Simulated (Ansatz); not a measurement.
`[SiH3][SiH2][SeH]` + H₂Se → `[SiH3][SeH]` + `[SiH3][SeH]` at 700 K and 1 bar (cleavage of the Si–Si bond).

Isolated molecules relaxed with PBE0-D4/def2-TZVP in Ansatz; ΔE leaves out vibrations. CCSD(T)/CBS adds triple-zeta CCSD(T) − MP2 to the extrapolated MP2 energy (def2 sets, frozen cores). For Se outer-core shells are correlated without core-valence functions, which leaves a few kJ/mol of doubt a bond. Scalar relativity is left out up to krypton. One conformer a species, not always the lowest.

| species | CCSD(T)/CBS energy (Eh) | H − E (kJ/mol) | S (J/(mol·K)) |
| --- | --- | --- | --- |
| `[SiH3][SiH2][SeH]` | -2982.48284 | 204.9 | 459.5 |
| H₂Se | -2401.89790 | 61.1 | 251.1 |
| `[SiH3][SeH]` | -2692.20088 | 133.3 | 356.0 |
| `[SiH3][SeH]` | -2692.20088 | 133.3 | 356.0 |

H − E and S are ideal-gas, rigid-rotor, harmonic terms from PBE0-D4/def2-TZVP, for one conformer and one mirror image of each species. 1 Eh = 2625.50 kJ/mol, R = 8.31446 J/(mol·K).

Question: By hand: ΔE, ΔH, ΔS and ΔG.

Answer: ΔE = (-2692.20088) + (-2692.20088) − (-2982.48284) − (-2401.89790) = -0.02102 Eh = -55.2 kJ/mol. Δ(H − E) = 133.3 + 133.3 − 204.9 − 61.1 = 0.6, so ΔH = -54.6 kJ/mol. ΔS = 356.0 + 356.0 − 459.5 − 251.1 = 1.4 J/(mol·K). ΔG = -54.6 − 700 × (1.4)/1000 = -55.6 kJ/mol.

Question: By hand: the equilibrium constant, and the temperature at which ΔG would vanish if ΔH and ΔS stayed fixed.

Answer: log₁₀ K = −ΔG/(RT ln 10) = 4.1. ΔH and −TΔS have one sign here, so there is no such temperature. One of them is within its doubt of zero, so this could turn.

The number of gas molecules stays the same, so ΔS is small and ΔH decides. A doubt of 5 kJ/mol in ΔE shifts log₁₀ K by 0.4 here. Other conformers and mirror images would add mixing entropy, several J/(mol·K) or more a flexible species. These are equilibria of isolated gas molecules and say nothing of rates. Largest T1 diagnostic: 0.011 (customary marks: 0.02 for closed shells, 0.045 for open ones).
